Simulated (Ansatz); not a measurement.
Geometry optimisation, RKS PBE0/def2-SVP (Ansatz 0.2.0).

Input:

```yaml
crystal:
  periodic: [false, false, false]
  atoms:
    - { symbol: Ga, position_ang: [-0.00469, 0.506026, -0.3559] }
    - { symbol: Cl, position_ang: [0.071021, 0.349454, 3.07745] }
    - { symbol: O, position_ang: [1.517176, -0.263707, -0.860749] }
    - { symbol: H, position_ang: [1.447318, -1.119243, -1.295049] }
    - { symbol: O, position_ang: [-1.597877, -0.174726, -0.758138] }
    - { symbol: H, position_ang: [-1.606216, -1.035618, -1.187351] }
    - { symbol: H, position_ang: [0.058252, 1.873168, 0.40432] }
    - { symbol: H, position_ang: [0.060317, 1.347246, 2.192417] }
basis:
  gaussian: { orbitals: def2-SVP }
hamiltonian:
  xc: pbe0
relax:
  f_tol: 0.03
  max_steps: 50
output:
  orbitals: {}
```

Command:

```bash
$ ansatz run input.yaml --threads 2 --pin off --max-ram 3072MiB --backend cpu --events-out ev --progress --plain --runs-dir out
```

Q: Where does it end, and by what steps?

A: The forces met the threshold. The force dipped under the threshold on the way, but the program's further checks kept it going. After 45 steps the energy has fallen by 1.644 eV; H8 moved furthest, 2.52 Å. Parted: Cl2–H8 (1.33 → 2.97 Å). Joined: Ga1–Cl2 (3.44 → 2.19 Å), O5–H8 (3.71 → 0.97 Å).

| step | energy less start (eV) | largest force component (eV/Å) | accepted |
| --- | --- | --- | --- |
| 0 | 0.0000 | 0.833 | yes |
| 2 | -0.0267 | 1.218 | yes |
| 4 | -0.0998 | 0.933 | yes |
| 6 | -0.1217 | 0.278 | yes |
| 8 | -0.1265 | 0.035 | yes |
| 10 | -0.0835 | 1.387 | no |
| 12 | -0.1354 | 0.034 | yes |
| 14 | -0.1382 | 0.032 | yes |
| 16 | -0.1418 | 0.361 | yes |
| 18 | -0.1675 | 0.134 | yes |
| 20 | -0.1745 | 0.100 | yes |
| 22 | -0.1999 | 0.640 | yes |
| 24 | -0.2857 | 0.622 | yes |
| 26 | -0.3695 | 1.527 | yes |
| 28 | -0.4570 | 0.319 | yes |
| 30 | -0.6096 | 0.789 | yes |
| 32 | -1.0701 | 1.469 | yes |
| 34 | -1.5239 | 0.870 | yes |
| 36 | -1.5739 | 0.757 | yes |
| 38 | -1.6182 | 0.170 | yes |
| 40 | -1.6314 | 0.248 | yes |
| 42 | -1.6414 | 0.138 | yes |
| 44 | -1.6436 | 0.045 | yes |
| 45 | -1.6437 | 0.029 | yes |

```xyz
8
Properties=species:S:1:pos:R:3
Ga 0.474 0.925 0.104
Cl 1.045 0.565 2.182
O 0.753 -0.542 -0.939
H 1.495 -1.100 -0.683
O -1.463 0.121 0.207
H -1.137 -0.655 -0.301
H 0.394 2.365 -0.463
H -1.615 -0.197 1.109
```

Whether the end is a true minimum wasn't checked by a vibrational analysis.

The run took 2.1 min on 2 threads of Arm Neoverse V1, on a shared host, peak memory 0.22 GiB.
